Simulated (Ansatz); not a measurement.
Potential energy curve for MgN (cation, charge +1), lowest singlet found (which spin is the ground state isn't settled by this scan).

Levels: RHF/aug-cc-pVDZ (Ansatz, an electronic-structure program); RMP2 = MP2 on RHF/aug-cc-pVDZ, frozen core in Ansatz; RKS-PBE = restricted PBE/aug-cc-pVDZ run with Ansatz; RKS-CAM-B3LYP = restricted CAM-B3LYP/aug-cc-pVDZ in Ansatz; FCI = full CI/aug-cc-pVDZ, frozen core run with Ansatz.

All curves are set to zero at 2.01 Å and compared with full CI in the same basis at 2.01, 2.07, 2.16, 2.21, 2.30, 2.38, 2.55, 2.68, 2.85, 3.08, 3.40, 3.77 Å.

Problem. Order the methods by the spread of their error (largest minus smallest) over these points.

Solution. RKS-PBE has the smallest spread and RHF the largest. In order (kJ/mol): RKS-PBE 101.49, RMP2 108.11, RKS-CAM-B3LYP 172.89, RHF 217.04.

Errors against full CI at some of the points (kJ/mol):

| method | 2.55 Å | 3.08 Å | 3.77 Å |
|---|---|---|---|
| RKS-PBE | 19.5 | 55.5 | 101.5 |
| RMP2 | 28.2 | 70.1 | 108.1 |
| RKS-CAM-B3LYP | 43.5 | 100.9 | 172.9 |
| RHF | 57.6 | 128.4 | 217.0 |

The scan ran from 1.52 to 7.14 Å; beyond the distances shown full CI changes its symmetry label. The restricted form behind RHF, RMP2, RKS-PBE, RKS-CAM-B3LYP keeps the bonding electrons paired and can't separate into open-shell fragments. The T1 diagnostic of CCSD on the restricted reference of RMP2 exceeds 0.045 at 3.08 to 3.77 Å. Also computed but left out beside FCI, since their determinant holds another spin at the minimum (<S²> over 0.7 above the pure value): UHF, UMP2, UCCSD, UCCSD(T), UKS-PBE, UKS-CAM-B3LYP, UKS-B3LYP/6-31G*, UKS-BP86/6-31G*, UMP2/3-21G, UKS-M06-2X/6-31G*.
